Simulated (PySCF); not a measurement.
Compound: (CH3)3CCF2CH3, C₆H₁₂F₂.
SMILES: `CC(C)(C)C(C)(F)F`

Torsions of this conformer, `[CH3:1][C:2]([CH3:3])([CH3:4])[C:5]([CH3:6])([F:7])[F:8]`: C1–C2–C5–C6 179°.

The closed-shell ground state was solved at several levels (PySCF, density fitting, gas phase, non-relativistic). Isolated species at its PBE0-D3(BJ)/def2-SVP geometry, gas phase.

```json
{"level": "wB97X-D/pcSseg-1", "basis functions": "196", "HOMO (eV)": "-10.82", "LUMO (eV)": "3.11", "gap (eV)": "13.93", "dipole (D)": "2.18"}
{"level": "PBE0/aug-cc-pVDZ", "basis functions": "292", "HOMO (eV)": "-8.86", "LUMO (eV)": "-0.12", "gap (eV)": "8.74", "dipole (D)": "2.13"}
{"level": "PBE0/6-31G*", "basis functions": "136", "HOMO (eV)": "-8.55", "LUMO (eV)": "2.46", "gap (eV)": "11.01", "dipole (D)": "1.85"}
{"level": "PBE0/6-31G", "basis functions": "96", "HOMO (eV)": "-8.74", "LUMO (eV)": "2.38", "gap (eV)": "11.12", "dipole (D)": "2.31"}
{"level": "PBE0/pcSseg-0", "basis functions": "96", "HOMO (eV)": "-8.96", "LUMO (eV)": "1.88", "gap (eV)": "10.84", "dipole (D)": "2.32"}
{"level": "CAM-B3LYP/def2-SVPD", "basis functions": "262", "HOMO (eV)": "-10.44", "LUMO (eV)": "1.22", "gap (eV)": "11.66", "dipole (D)": "2.26"}
{"level": "PBE0/cc-pVDZ", "basis functions": "172", "HOMO (eV)": "-8.67", "LUMO (eV)": "1.70", "gap (eV)": "10.37", "dipole (D)": "1.95"}
{"level": "B97-2/pcSseg-1", "basis functions": "196", "HOMO (eV)": "-8.64", "LUMO (eV)": "1.35", "gap (eV)": "9.99", "dipole (D)": "2.13"}
{"level": "PBE0/6-311+G(2d,p)", "basis functions": "288", "HOMO (eV)": "-8.91", "LUMO (eV)": "0.22", "gap (eV)": "9.13", "dipole (D)": "2.18"}
```

Task: Estimate the row for PBE0/def2-TZVP, a basis of 320 functions; the other rows only guide the guess.

Result: HOMO -8.85 eV, LUMO 1.01 eV, gap 9.86 eV, dipole 2.07 D.

Task: Over all these levels, which gives the widest orbital gap and which the narrowest?

Result: wB97X-D/pcSseg-1 (range-separated hybrid) has the widest, 13.93 eV, and PBE0/aug-cc-pVDZ (global hybrid, 25 % exact exchange) the narrowest, 8.74 eV. Functional and basis both differ between the two, so the spread mixes both effects.

Task: How much does the basis alone move the frontier levels among the 7 PBE0 rows (the withheld one included)?

Result: The HOMO by 0.41 eV and the LUMO by 2.58 eV. By rising basis size (HOMO, LUMO in eV): 6-31G -8.74, 2.38; pcSseg-0 -8.96, 1.88; 6-31G* -8.55, 2.46; cc-pVDZ -8.67, 1.70; 6-311+G(2d,p) -8.91, 0.22; aug-cc-pVDZ -8.86, -0.12; def2-TZVP -8.85, 1.01.

Task: How far do the dipole and the HOMO energy spread over the levels?

Result: The dipole runs from 1.85 to 2.32 D (mean 2.14 D) and the HOMO from -10.82 to -8.55 eV.
